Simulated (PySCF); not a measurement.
## Rh³³⁺ (rhodium, charge +33): Hartree-Fock from Schrödinger to Dirac-Coulomb-Breit

Occupied: 1s1/2, 2s1/2, 2p1/2, 2p3/2, 3s1/2. Hartree-Fock calculated with PySCF 2.14 in an uncontracted even-tempered set (17 s from 2.6 bohr⁻², ratio 2.7; 13 p from 3.1 bohr⁻², ratio 2.7), Gaussian nucleus throughout. NR is non-relativistic, sf-X2C the spin-free one-electron X2C Hamiltonian, X2C adds the bare one-electron spin-orbit term, X2C-SNSO screens it by Boettger's factors, DC is four-component Dirac-Coulomb, and the Gaunt and Breit terms are added at first order (total energies over the DC spinors, levels after relaxing the spinors in that mean field). QED terms are absent. Levels marked empty are virtual spinors of this ion; the basis has s and p functions only, so 3d, which can lie below the n = 4 levels, is absent.

```json
{"Hamiltonian": "NR", "E (hartree)": "-3820.6261", "E − E(DC) (hartree)": "92.7027", "CPU seconds": "0.41"}
{"Hamiltonian": "sf-X2C", "E (hartree)": "-3911.7109", "E − E(DC) (hartree)": "1.6179", "CPU seconds": "0.23"}
{"Hamiltonian": "X2C", "E (hartree)": "-3912.3996", "E − E(DC) (hartree)": "0.9292", "CPU seconds": "0.29"}
{"Hamiltonian": "X2C-SNSO", "E (hartree)": "-3912.3382", "E − E(DC) (hartree)": "0.9906", "CPU seconds": "0.29"}
{"Hamiltonian": "DC", "E (hartree)": "-3913.3288", "E − E(DC) (hartree)": "0.0000", "CPU seconds": "14"}
{"Hamiltonian": "DC+Gaunt", "E (hartree)": "-3910.4129", "E − E(DC) (hartree)": "2.9158", "CPU seconds": "24"}
{"Hamiltonian": "DC+Breit", "E (hartree)": "-3910.6692", "E − E(DC) (hartree)": "2.6596", "CPU seconds": "69"}
```

**Question.** Give the 2p spin-orbit interval with each Hamiltonian that has one.

**Answer.** X2C 158.7; X2C-SNSO 151.4; DC 150.7; DC+Gaunt 148.4; DC+Breit 148.4 (eV).

```tsv
level (eV)	NR	sf-X2C	X2C	X2C-SNSO	DC	DC+Gaunt	DC+Breit
1s1/2	-24556.9	-25220.0	-25218.9	-25219.0	-25237.0	-25189.6	-25192.7
2s1/2	-5059.5	-5235.0	-5234.7	-5234.7	-5236.8	-5232.2	-5232.5
2p1/2	-4828.1	-4882.4	-4991.1	-4986.0	-4986.8	-4978.8	-4979.6
2p3/2	-4828.1	-4882.4	-4832.4	-4834.6	-4836.1	-4830.4	-4831.3
3s1/2	-2004.2	-2055.7	-2055.7	-2055.7	-2056.1	-2055.0	-2055.1
3p1/2 (empty)	-1875.0	-1895.4	-1921.3	-1920.1	-1920.2	-1918.3	-1918.6
3p3/2 (empty)	-1875.0	-1895.4	-1883.4	-1883.9	-1884.2	-1882.9	-1883.2
4s1/2 (empty)	-1038.6	-1058.2	-1058.2	-1058.2	-1058.4	-1058.0	-1058.0
```

Weight of the small component: 1s1/2 0.0271, 2s1/2 0.00587, 2p1/2 0.00579, 2p3/2 0.00559, 3s1/2 0.00214, 3p1/2 0.00207, 3p3/2 0.00203, 4s1/2 0.000995.

Koopmans' value for the highest occupied level at DC+Breit: 2055.1 eV, against an ionisation energy of 2063 ± 3 eV (semi-empirical (NIST evaluation); NIST Atomic Spectra Database, ionization energies); the former lacks relaxation, correlation, QED and recoil.

The whole ladder took 110 s of wall time on 1 thread of Neoverse-N1 (shared host), launched as `OMP_NUM_THREADS=1 python relrun2.py TASK.json OUT` (a driver that calls PySCF for each Hamiltonian).

Dirac-Coulomb iterations, started from the X2C spinors:

```
with_ssss True, with_gaunt False, with_breit False
light speed = 137.03599967994
init E= -3904.55541271145
cycle= 1 E= -3913.32857687048  delta_E= -8.77  |g|= 0.751  |ddm|= 0.0783
cycle= 2 E= -3913.32879459979  delta_E= -0.000218  |g|= 0.0113  |ddm|= 0.00746
cycle= 3 E= -3913.3287950514  delta_E= -4.52e-07  |g|= 0.000537  |ddm|= 0.000516
cycle= 4 E= -3913.32879505248  delta_E= -1.08e-09  |g|= 2.25e-06  |ddm|= 2e-05
```
